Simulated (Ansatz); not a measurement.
`C=[N][Al]1[O][B]1C`. The species carries charge 0 and has multiplicity 1. The geometry is a stationary point of PBE0-D4/def2-TZVP. It is one conformer, not always the lowest.

```xyz
11

C     2.017   -0.484   -2.879
N     1.326   -0.417   -1.846
Al    0.394   -0.460   -0.377
O    -0.452    1.073    0.144
B    -0.795    0.236    1.107
C    -1.640    0.272    2.403
H     3.095   -0.263   -2.884
H     1.594   -0.761   -3.856
H    -2.433   -0.479    2.362
H    -2.088    1.258    2.558
H    -1.017    0.024    3.267
```

Q: What is the dipole moment at ωB97M-V/def2-TZVPP? (An estimate is asked.)

A: The calculation gave: 1.51 D, with components (0.80, -1.10, -0.66) D in this frame, pointing from negative to positive charge.

Q: And with PBE, r2SCAN, B3LYP? (An estimate is asked.)

A: Ansatz gave: PBE 0.97 D, r2SCAN 1.05 D, B3LYP 1.33 D.

Q: Give the Mulliken charges with ωB97M-V, r2SCAN, PBE in def2-TZVPP. (Best estimate.)

A: Computed: 
| atom | ωB97M-V | r2SCAN | PBE |
| --- | --- | --- | --- |
| C1 | -0.03 | 0.05 | -0.05 |
| N2 | -0.26 | -0.31 | -0.17 |
| Al3 | -0.21 | -0.03 | -0.19 |
| O4 | -0.33 | -0.33 | -0.26 |
| B5 | 0.56 | 0.47 | 0.45 |
| C6 | -0.30 | -0.21 | -0.30 |
| H7 | 0.11 | 0.07 | 0.09 |
| H8 | 0.11 | 0.07 | 0.09 |
| H9 | 0.12 | 0.08 | 0.12 |
| H10 | 0.12 | 0.07 | 0.11 |
| H11 | 0.12 | 0.08 | 0.11 |

B3LYP here is the variant with VWN-RPA as its local correlation; programs differ in this.
